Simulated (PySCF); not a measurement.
## How methods differ on the excitation energy of Tl²⁺

Tl²⁺ [Xe] 4f14 5d10 6s1 (2S) → Tl²⁺ [Xe] 4f14 5d9 6s2 (2D), as a difference of total energies. Computed with PySCF 2.14 in def2-TZVPPD with the def2 core potential (60 electrons), with a scalar-relativistic core potential. Correlated levels: valence and next inner shell: nothing frozen outside the core potential. The calculations carry no spin-orbit coupling.

```tsv
method	excitation energy (eV)
UHF	9.693
LDA	8.606
PBE	8.812
PBE0	9.129
r2SCAN	9.159
BLYP	8.629
revPBE	8.900
TPSSh	9.001
HSE06	9.094
MP2 (valence and next inner shell)	8.993
SCS-MP2 (valence and next inner shell)	8.911
```

Problem. How much does correlation contribute at MP2 (valence and next inner shell)?

Solution. 8.993 − (9.693) = -0.700 eV, measured against UHF.
